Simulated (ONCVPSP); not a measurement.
## Scattering properties, ONCV potential for platinum

Pt, optimised norm-conserving Vanderbilt (ONCV), made with ONCVPSP 4.0.1 (BLYP, scalar-relativistic). Core [Kr] 4d10 4f14, reference 5s2 5p6 5d8.5 (charge +1.5). Waves: 5s: rc 1.50 bohr, ncon 4, nbas 9, qcut 8.7 1/bohr, 1 projector; 5p: rc 1.85 bohr, ncon 4, nbas 8, qcut 6.8 1/bohr, 3 projectors, debl 3.1 Ha; 5d: rc 1.70 bohr, ncon 5, nbas 9, qcut 10 1/bohr, 2 projectors, debl 1.9 Ha. Local part: polynomial inside 1.20 bohr (lpopt 5, dvloc0 1 Ha). Core correction: none.

The phase is arctan(r·R′/R) of the radial function R(r), unwrapped; energies in Ha, scanned from -6 to 5 Ha. A pole is an energy at which the radial function vanishes at the test radius. The pseudo phase is shifted by a multiple of π to meet the all-electron one at the reference energy, and phase errors are pseudo minus all-electron; the curves can meet again beyond the range given. Levels narrower than the energy grid can be missing from the lists of poles.

```csv
channel,radius (bohr),reference energy (Ha),"poles, all-electron","poles, pseudo",unbroken range about the reference energy with phases within 0.05 rad,phase error 1 Ha above the reference energy (rad)
s,1.52,-4.27,-3.69,"-3.69, 1.60",below -1.4,-0.004
p,1.88,-2.58,"-2.30, 4.90","-2.30, 4.90",the whole range,-0.000
d,1.72,-0.73,0.56,0.56,the whole range,-0.000
```

Phases in the p channel:

| E (Ha) | all-electron | pseudo |
| --- | --- | --- |
| -5.96 | 1.350 | 1.350 |
| -5.68 | 1.340 | 1.340 |
| -5.40 | 1.329 | 1.329 |
| -5.12 | 1.315 | 1.315 |
| -4.84 | 1.298 | 1.298 |
| -4.56 | 1.276 | 1.276 |
| -4.28 | 1.248 | 1.248 |
| -4.00 | 1.209 | 1.209 |
| -3.72 | 1.148 | 1.148 |
| -3.44 | 1.035 | 1.035 |
| -3.16 | 0.740 | 0.740 |
| -2.88 | -0.395 | -0.395 |
| -2.60 | -1.317 | -1.317 |
| -2.32 | -1.562 | -1.562 |
| -2.04 | -1.672 | -1.672 |
| -1.76 | -1.743 | -1.743 |
| -1.48 | -1.803 | -1.803 |
| -1.20 | -1.861 | -1.861 |
| -0.92 | -1.926 | -1.926 |
| -0.64 | -2.006 | -2.006 |
| -0.36 | -2.114 | -2.114 |
| -0.08 | -2.273 | -2.273 |
| 0.20 | -2.524 | -2.524 |
| 0.48 | -2.919 | -2.919 |
| 0.76 | -3.414 | -3.414 |
| 1.04 | -3.827 | -3.827 |
| 1.32 | -4.093 | -4.093 |
| 1.60 | -4.258 | -4.258 |
| 1.88 | -4.366 | -4.366 |
| 2.16 | -4.442 | -4.442 |
| 2.44 | -4.497 | -4.497 |
| 2.72 | -4.540 | -4.540 |
| 3.00 | -4.575 | -4.575 |
| 3.28 | -4.603 | -4.603 |
| 3.56 | -4.627 | -4.627 |
| 3.84 | -4.649 | -4.649 |
| 4.12 | -4.667 | -4.667 |
| 4.40 | -4.684 | -4.684 |
| 4.68 | -4.700 | -4.700 |
| 4.96 | -4.716 | -4.716 |
